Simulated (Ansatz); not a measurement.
GaH4NSi. Charge 0, multiplicity 1. The bonds changed during the relaxation, so this is another structure than the one it started from.

Cartesian coordinates in Å:
```
N 0.268 0.514 0.819
Si -0.162 -0.198 -0.685
Ga 0.277 -0.428 2.463
H 0.528 1.493 0.807
H -1.353 0.427 -1.330
H 0.936 -0.186 -1.694
H -0.494 -1.621 -0.379
```

(1) What are the harmonic wavenumbers in cm⁻¹ at PBE0-D4/def2-TZVP (Ansatz, finite differences of forces, unscaled)? (Best estimate.)

(2) Is this a minimum?

(3) Give the ideal-gas thermochemistry at 298.15 K and 1 bar (rigid rotor, harmonic oscillator; point group Cs, symmetry number 1).

## Answers

(1) The calculation gave: 101, 143, 375, 488, 700, 710, 877, 933, 959, 985, 1031, 2188, 2188, 2199, 3576.

(2) Yes, all 15 modes are real.

(3) Zero-point energy 104.4 kJ/mol; H(298) − E = 120.6 kJ/mol; entropy 312.2 J/(mol·K), of which translation 168.1, rotation 105.9, vibration 38.2; G(298) − E = 27.5 kJ/mol.
